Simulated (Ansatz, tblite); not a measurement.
Forces on Ge(OEt)H3 (C2H8GeO) at its r2SCAN-D4/def2-SVP geometry. Charge 0, multiplicity 1.

The xTB rows come from tblite.

GFN1-xTB (tblite), largest force 0.81 eV/Å:

```xyz
12
positions Å, forces eV/Å
Ge   -0.318    1.813    1.089   -0.141    0.677    0.265
O     0.098    0.113    0.737   -0.034    0.206    0.129
C    -0.018   -0.354   -0.594   -0.118    0.123   -0.407
C     0.408   -1.807   -0.637    0.170   -0.577   -0.005
H    -1.063   -0.255   -0.959    0.206   -0.057    0.077
H     0.617    0.246   -1.282   -0.102   -0.148    0.136
H     0.331   -2.210   -1.658    0.003    0.189    0.305
H     1.449   -1.908   -0.295   -0.312    0.066   -0.104
H    -0.229   -2.409    0.029    0.172    0.211   -0.197
H    -0.083    1.964    2.592   -0.115   -0.112   -0.790
H    -1.790    2.066    0.709    0.777   -0.109    0.178
H     0.600    2.740    0.268   -0.505   -0.469    0.413
```

GFN2-xTB (tblite), largest force 0.67 eV/Å:

```
Ge 0.039 -0.016 0.183
O -0.197 0.633 -0.084
C -0.116 0.179 -0.325
C 0.178 -0.601 -0.004
H 0.309 -0.040 0.185
H -0.156 -0.179 0.273
H 0.013 0.210 0.390
H -0.405 0.061 -0.122
H 0.240 0.254 -0.246
H -0.053 -0.158 -0.526
H 0.429 -0.072 0.074
H -0.282 -0.272 0.203
```

PBE0-D4/def2-TZVP (Ansatz), largest force 0.34 eV/Å:

```
Ge 0.035 -0.169 -0.070
O -0.057 0.093 -0.165
C -0.072 0.125 -0.178
C 0.052 -0.135 0.061
H 0.304 -0.027 0.146
H -0.170 -0.169 0.236
H 0.014 0.116 0.254
H -0.274 0.021 -0.106
H 0.164 0.153 -0.191
H 0.005 0.004 0.034
H -0.001 -0.007 -0.009
H 0.001 -0.005 -0.011
```
